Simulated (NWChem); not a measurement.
# H$_{3}$S$_{2}$ (+1) in NWChem

SMILES: S[SH2+]
```xyz
5

S     -0.5847    -0.9164     0.0000
S      0.5567     0.8300     0.0000
H      0.5335    -1.6858     0.0000
H     -0.0434     1.5340     1.0045
H     -0.0434     1.5340    -1.0045
```
Charge +1, spin multiplicity 1.

All runs are NWChem calculations. The geometry was optimised at PBE0/def2-SVP, a minimum by its harmonic frequencies. It is one conformer; others weren't searched.

Symmetry labels belong to the abelian group Cs used in the runs, with the axes of the coordinates shown.

B3LYP has NWChem's definition, with VWN1-RPA local correlation. The structure started from a generated list of species.

### Question
List the lowest 3 singlet excitations that TD-B3LYP/aug-cc-pVDZ, VWN1-RPA local correlation gives, with oscillator strengths.

### Answer
```json
[
 {"state": "1", "symmetry": "a\"", "energy (eV)": "4.11", "wavelength (nm)": "302", "f": "0.001"},
 {"state": "2", "symmetry": "a'", "energy (eV)": "6.14", "wavelength (nm)": "202", "f": "0.009"},
 {"state": "3", "symmetry": "a\"", "energy (eV)": "6.29", "wavelength (nm)": "197", "f": "0.003"}
]
```
